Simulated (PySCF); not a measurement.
## Two-dimensional NMR puzzle

Compound of formula C$_{5}$H$_{13}$NO$_{3}$Si. Correlations simulated from computed shifts and the bond graph:

HSQC (one-bond C–H):
```tsv
δH	δC
4.43	68.3
2.14	24.9
1.33	28.1
1.27	27.7
```

COSY cross peaks (H two or three bonds apart, from the bond graph; peaks can be absent where the dihedral angle is near 90°):
```tsv
δH	δH
4.43	1.33
4.43	1.27
```

HMBC (two and three bonds, from the bond graph):
```tsv
δH	δC
4.89	177.1, 68.3
4.43	28.1, 27.7
2.14	177.1
1.33	68.3, 27.7
1.27	68.3, 28.1
```

Carbons without hydrogens: δ 177.1.

PySCF calculation with structure optimised with GFN2-xTB and GIAO PBE0/pcSseg-1 shieldings; no relativistic terms, one averaged value for each set of equivalent atoms, a single conformation, no solvent.

Chemical shifts δ = σref − σ; ¹H (σref 31.72), ¹³C (σref 186.93) against TMS, all at this level.

Exchangeable hydrogens are left out of these lists.

Problem. Work out the connectivity.

Solution. `N[Si@@H](OC(C)=O)OC(C)C`.

Atoms are numbered as in `[CH3:1][C:2](=[O:3])[O:4][Si@H:5]([NH2:6])[O:7][CH:8]([CH3:9])[CH3:10]`. Each H is labelled by its parent atom.

1. δC 177.1 is C2, a carbonyl carbon.
2. δC 68.3 is C8, an sp3 CH bonded to O (δH 4.43).
3. δC 28.1 is C10, a methyl carbon (δH 1.33).
4. δC 27.7 is C9, a methyl carbon (δH 1.27).
5. δC 24.9 is C1, a methyl carbon α to a carbonyl (δH 2.14).
6. HMBC from δH 4.89 reaches the proton-free carbon C2.
7. HMBC from δH 2.14 reaches the proton-free carbon C2.
8. COSY links 4.43–1.33, 4.43–1.27.

The data come from this structure; uniqueness wasn't tested.

Exchangeable OH/NH protons stand at their gas-phase positions; hydrogen bonding in a real sample shifts them, mostly to higher δ. Shifts are as computed. Against solution values, carbons near 30 ppm lie about +3 ppm off and those near 130 ppm about +5 ppm. Of 1211 compounds with measured shifts, 218 miss one by over three times the rms of a fit or turn the order of signals round; such compounds aren't used in these exercises.
